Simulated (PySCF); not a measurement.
# Worked example: oscillator strength and radiative lifetime

C4H11NSi, SMILES N[C@@H]([SiH3])/C=C/C.

Geometry optimised at B3LYP-D3(BJ)/def2-SVP. The structure was generated by enumeration; whether it is a known compound was not checked. The values are those of a single conformer.

TDA-PBE/def2-SVPD (PySCF 2.14.0) puts the first singlet state with f over 0.02 at 6.17 eV (vertical), with the transition dipole (-0.572, 0.145, 0.079) in atomic units.

### Question
Find the oscillator strength, the wavelength and the radiative lifetime that this transition would have in vacuum if emission retraced absorption.

### Answer

|μ|² = 0.3544 au, so |μ| = 1.51 D. ΔE = 6.17/27.211 = 0.2267 hartree. f = (2/3) ΔE |μ|² = 0.054 (the program prints 0.054).
λ = 1239.84/6.17 = 201 nm; ν = 49764 cm⁻¹.
Einstein's coefficient A = 0.6670 ν² f s⁻¹ (ν in cm⁻¹) = 8.9e7 s⁻¹, so τ = 1/A = 11 ns. This state is S6; the lower singlets have f = 0.006, 0.005, 0.004, 0.009, 0.018. The figure is the radiative limit of this one transition; relaxation, internal conversion, crossing to triplets and a medium change what is measured.
